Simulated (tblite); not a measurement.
C₇H₁₃ (doublet state).
Geometry (GFN2-xTB, Å), atoms numbered from 1 in this order:
```
atom  x, y, z in Å
C1     2.106   -0.540    0.882
C2     1.698    0.383   -0.197
C3     0.571    0.065   -1.106
C4    -0.727    0.516   -0.455
C5    -1.060    1.960   -0.692
C6    -1.500   -0.258    0.298
C7    -1.317   -1.704    0.629
H8     2.094   -1.575    0.539
H9     1.426   -0.479    1.742
H10    3.105   -0.298    1.243
H11    2.041    1.404   -0.149
H12    0.683    0.602   -2.052
H13    0.537   -1.005   -1.315
H14   -0.221    2.594   -0.410
H15   -1.934    2.263   -0.120
H16   -1.263    2.129   -1.750
H17   -2.391    0.180    0.733
H18   -1.254   -1.831    1.711
H19   -0.420   -2.119    0.182
H20   -2.179   -2.276    0.283
```

Calculated harmonic vibrations of the isolated species, GFN2-xTB (tblite), most abundant isotopes, no scaling. The method is semi-empirical: single wavenumbers can be off by several per cent or more. One conformer, not necessarily the lowest. Open shells enter through the occupations alone, without spin polarisation, and single modes of such species can be off by tens of per cent.

Harmonic wavenumbers (cm⁻¹): 41.3, 76.5, 100.7, 130.8, 140.2, 204.9, 242.7, 268.5, 345.6, 416.4, 452.0, 508.7, 537.0, 797.5, 827.6, 903.6, 943.8, 977.2, 993.7, 1018.6, 1028.8, 1051.2, 1071.2, 1141.5, 1179.5, 1188.9, 1222.7, 1262.2, 1326.1, 1344.1, 1395.2, 1402.4, 1405.7, 1463.5, 1473.4, 1476.0, 1483.4, 1486.2, 1491.0, 1496.6, 1735.4, 2872.0, 2949.1, 2978.4, 2983.5, 2990.8, 2991.6, 3000.9, 3014.5, 3017.2, 3024.4, 3037.0, 3066.8, 3095.3.

A = 2818, B = 2208, C = 1438 MHz; mass 97.102 u (most abundant isotopes); point group C1, symmetry number 1; spin multiplicity 2.

Q: Zero-point energy?

A: Half the sum of the wavenumbers: 38537 cm⁻¹ = 110.18 kcal/mol.

Q: What is S at 298.15 K and 1 bar for an ideal gas of classical rigid rotors and harmonic oscillators?

A: Translation 39.66, rotation 27.98, vibration 29.49, spin (R ln 2) 1.38: S = 98.5 cal/(mol K).

Q: And Cp and H(298.15 K) − H(0)?

A: Cp = 36.32 cal/(mol K), of which vibrations give 28.37 (their classical limit is 54 R = 107.3); H(298.15 K) − H(0) = 6.87 kcal/mol without the zero-point energy, 4.50 from vibrations.

Q: What must be added to the electronic energy to get the Gibbs energy at 298.15 K and 1 bar?

A: ZPE + [H(298.15 K) − H(0)] − T·S = 110.18 + 6.87 − 29.37 = 87.68 kcal/mol.

Q: How do the functions run with temperature in this model?

A: 
```
T (K)  S (cal/(mol K))  Cp (cal/(mol K))  H − H(0) (kcal/mol)  G − H(0) (kcal/mol)  ln q(vib)
  100             69.7              19.5                 1.35                -5.62       1.90
  200             85.8              27.8                 3.73               -13.44       4.68
  300             98.7              36.5                 6.94               -22.68       7.29
  500            121.7              54.5                16.08               -44.76      12.25
  800            151.9              74.0                35.58               -85.92      19.37
 1000            169.4              82.8                51.31              -118.08      23.85
```

q(vib) and H(0) count from the zero-point level.

Hindered rotation and anharmonicity are outside this model. Other conformers, if any are populated, would add a mixing term that is left out. The structure is chiral; the term R ln 2 for an equal mix with its mirror image is left out.
